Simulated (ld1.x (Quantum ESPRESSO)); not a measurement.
**Reading a pseudo-wave (hydrogen (H))**

Columns: radius, all-electron u(r) and pseudo u(r) of the 1s shell (level -12.68 eV) of hydrogen in the configuration 1s0.5; PBE, scalar-relativistic, TM semilocal scheme, ld1.x (Quantum ESPRESSO) 7.5.

```tsv
r (bohr)	all-electron	pseudo
0.051	0.1046	0.0873
0.102	0.1985	0.1731
0.153	0.2825	0.2558
0.204	0.3572	0.3341
0.255	0.4234	0.4066
0.306	0.4817	0.4723
0.357	0.5328	0.5304
0.408	0.5771	0.5805
0.459	0.6154	0.6226
0.510	0.6480	0.6571
0.561	0.6754	0.6846
0.612	0.6981	0.7061
0.663	0.7166	0.7227
0.714	0.7311	0.7351
0.765	0.7421	0.7443
0.816	0.7499	0.7509
0.867	0.7547	0.7551
0.918	0.7570	0.7570
0.969	0.7569	0.7569
1.020	0.7546	0.7546
1.071	0.7505	0.7505
1.122	0.7447	0.7447
1.173	0.7374	0.7374
1.224	0.7288	0.7288
1.275	0.7190	0.7190
1.326	0.7083	0.7083
```

Task: How many radial nodes do the two functions have?

Result: The all-electron 1s function has n − l − 1 = 0; the pseudo-wave has 0.

Task: At about which radius was the pseudo-wave matched?

Result: 1.02 bohr. The columns agree to 0.0005 from 0.87 bohr on; several derivatives are matched, so the curves merge somewhat inside the radius.

Task: Where does each function peak?

Result: Outermost all-electron maximum near 0.92 bohr, pseudo maximum near 0.92 bohr (to the table’s step).

Task: Is the pseudo-wave norm-conserving?

Result: Yes: the TM semilocal scheme keeps the norm inside the radius equal to the all-electron one, which fixes the energy derivative of the logarithmic derivative at the level.
